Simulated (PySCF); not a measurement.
**Where the electron goes**

Species: (LiF)3 ring, Li3F3.
Structure used (PBE0-D3(BJ)/def2-SVP), in Å, numbered top down from 1:
```xyz
6
Li3F3 angstrom
Li     1.3704    0.8507    0.1085
F      0.0639    1.4487    0.9883
Li    -1.3054    0.4818    0.7995
F     -1.4854   -0.9233   -0.1158
Li    -0.0586   -1.3366   -0.9113
F      1.4151   -0.5213   -0.8693
```

Method used: TDDFT wB97X-D/def2-SVPD, vertical, gas phase, core orbitals frozen in the response (PySCF 2.14.0, density-fitted response routines).

Frontier orbitals with the atoms that hold most of them (Löwdin shares over 4%, at most four atoms; ? is withheld):

| orbital | ε (eV) | atoms |
| --- | --- | --- |
| LUMO+2 | 1.12 | Li3 58%, Li1 23%, Li5 17% |
| LUMO+1 | 1.11 | Li5 48%, Li1 42%, Li3 8% |
| LUMO | ? | ? |
| HOMO | -11.45 | F2 56%, F4 41% |
| HOMO-1 | -11.46 | F6 63%, F4 25%, F2 10% |
| HOMO-2 | -11.48 | F6 64%, F4 21%, F2 13% |
| HOMO-3 | -11.49 | F2 53%, F4 44% |

Question: Give the leading atoms of the LUMO.

Answer: Li5 (bonded to 2 F) 33%; Li1 (bonded to 2 F) 33%; Li3 (bonded to 2 F) 32%.

Question: What is the LUMO energy, and the HOMO–LUMO gap?

Answer: ε(LUMO) = 0.76 eV; the gap is 12.21 eV (0.4489 hartree).

Within 0.005 eV of a neighbour in this list lie HOMO-1/HOMO.

Question: The HOMO–LUMO gap is 12.21 eV. Where does the response calculation put the lowest singlet, and from which orbitals?

Answer: S1 is at 8.31 eV (f = 0.0000), 3.90 eV below the gap, made of HOMO-1/HOMO→LUMO (≥69%). S1/S2 lie within about 0.01 eV of each other. 

Next come S2 at 8.31 eV (f 0.0000), HOMO-1/HOMO→LUMO (≥68%); S3 at 8.38 eV (f 0.032), HOMO-2→LUMO (72%); S4 at 8.40 eV (f 0.031), HOMO-3→LUMO (70%); S5 at 8.55 eV (f 0.148), HOMO-4→LUMO (60%), HOMO-1/HOMO→LUMO+1/LUMO+2 (≥24%).

Orbitals of the list HOMO-3 to LUMO+2 that lie within 0.01 eV of each other are written together with a slash and their weights summed (≥ marks a lower bound); for degenerate orbitals outside that list single weights are arbitrary.

Löwdin shares depend on the basis, the more so with diffuse functions.

One conformer stands for the species.
